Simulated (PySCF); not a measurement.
Species: 2-ethynylpyridine, C₇H₅N.
Atom-mapped SMILES: `[CH:1]#[C:2][c:3]1[cH:4][cH:5][cH:6][cH:7][n:8]1` (hydrogens: H9 on C1; H10 on C4; H11 on C5; H12 on C6; H13 on C7)

The same species was optimised twice, with GFN2-xTB and with PBE0-D3(BJ)/def2-SVP (PySCF), and the same property calculations (PySCF, gas phase) were run on both structures.

```tsv
coordinate	GFN2-xTB	PBE0-D3(BJ)/def2-SVP	change
C2–C3 (Å)	1.420	1.436	+0.016
C1≡C2 (Å)	1.200	1.212	+0.012
C7–N8 (Å)	1.318	1.326	+0.008
C6–C7 (Å)	1.388	1.396	+0.008
C3–N8 (Å)	1.331	1.339	+0.008
C4–C5 (Å)	1.383	1.390	+0.007
C3–C4 (Å)	1.398	1.405	+0.007
C5–C6 (Å)	1.387	1.392	+0.005
C2–C3–C4 (°)	119.9	119.6	-0.3
C2–C3–N8 (°)	117.3	117.6	+0.3
C1–C2–C3 (°)	178.9	178.7	-0.2
C3–N8–C7 (°)	118.2	118.0	-0.2
C3–C4–C5 (°)	118.3	118.5	+0.2
C6–C7–N8 (°)	123.6	123.7	+0.1
C4–C5–C6 (°)	118.9	118.8	-0.1
C5–C6–C7 (°)	118.2	118.2	0.0
```

Rotational constants: A = 5943, B = 1606, C = 1264 MHz (GFN2-xTB) against A = 5880, B = 1579, C = 1245 MHz (PBE0-D3(BJ)/def2-SVP). Point groups within 0.08 Å: Cs and Cs.

On the GFN2-xTB structure: lowest singlet, TDDFT (eV) 4.51 [B3LYP/def2-SVPD]; lowest triplet, Tamm–Dancoff (eV) 3.60 [B3LYP/def2-SVPD]; isotropic polarisability (au) 88.2 [B3LYP/def2-SVPD]; HOMO (eV) -7.03 [B3LYP/def2-SVPD]; LUMO (eV) -1.59 [B3LYP/def2-SVPD]; dipole (D) 2.37 [B3LYP/def2-SVPD]; HOMO (eV) -7.26 [PBE0/pcSseg-1]; LUMO (eV) -1.39 [PBE0/pcSseg-1]; dipole (D) 2.38 [PBE0/pcSseg-1]; GIAO shielding of C1 (ppm) 100.2 [PBE0/pcSseg-1]; GIAO shielding of C2 (ppm) 98.4 [PBE0/pcSseg-1]; GIAO shielding of C3 (ppm) 39.3 [PBE0/pcSseg-1]; GIAO shielding of C4 (ppm) 52.0 [PBE0/pcSseg-1]; GIAO shielding of C5 (ppm) 45.4 [PBE0/pcSseg-1]; GIAO shielding of C6 (ppm) 59.3 [PBE0/pcSseg-1]; GIAO shielding of C7 (ppm) 31.4 [PBE0/pcSseg-1]; GIAO shielding of N8 (ppm) -98.2 [PBE0/pcSseg-1].

Problem. What do these properties become on the PBE0-D3(BJ)/def2-SVP structure?

Solution. 
```
                                    property            level  on GFN2-xTB  on PBE0-D3(BJ)/def2-SVP  change
                  lowest singlet, TDDFT (eV)  B3LYP/def2-SVPD         4.51                     4.51    0.00
           lowest triplet, Tamm–Dancoff (eV)  B3LYP/def2-SVPD         3.60                     3.56   -0.04
               isotropic polarisability (au)  B3LYP/def2-SVPD         88.2                     89.8    +1.6
                                   HOMO (eV)  B3LYP/def2-SVPD        -7.03                    -7.02   +0.01
                                   LUMO (eV)  B3LYP/def2-SVPD        -1.59                    -1.64   -0.05
                                  dipole (D)  B3LYP/def2-SVPD         2.37                     2.38   +0.01
energy, GFN2-xTB geometry as zero (kcal/mol)  B3LYP/def2-SVPD          0.0                     -1.3    -1.3
                                   HOMO (eV)    PBE0/pcSseg-1        -7.26                    -7.25   +0.01
                                   LUMO (eV)    PBE0/pcSseg-1        -1.39                    -1.43   -0.04
                                  dipole (D)    PBE0/pcSseg-1         2.38                     2.40   +0.02
energy, GFN2-xTB geometry as zero (kcal/mol)    PBE0/pcSseg-1          0.0                     -0.2    -0.2
                  GIAO shielding of C1 (ppm)    PBE0/pcSseg-1        100.2                     98.9    -1.3
                  GIAO shielding of C2 (ppm)    PBE0/pcSseg-1         98.4                     97.7    -0.7
                  GIAO shielding of C3 (ppm)    PBE0/pcSseg-1         39.3                     36.8    -2.5
                  GIAO shielding of C4 (ppm)    PBE0/pcSseg-1         52.0                     49.9    -2.1
                  GIAO shielding of C5 (ppm)    PBE0/pcSseg-1         45.4                     43.7    -1.7
                  GIAO shielding of C6 (ppm)    PBE0/pcSseg-1         59.3                     56.8    -2.5
                  GIAO shielding of C7 (ppm)    PBE0/pcSseg-1         31.4                     28.9    -2.5
                  GIAO shielding of N8 (ppm)    PBE0/pcSseg-1        -98.2                   -102.6    -4.4
```

The heavy atoms differ by 0.016 Å rms after alignment. Among bonds between heavy atoms C2–C3 changes most (+0.016 Å). Changes are differences of the printed values. Neither structure is proved a minimum here.
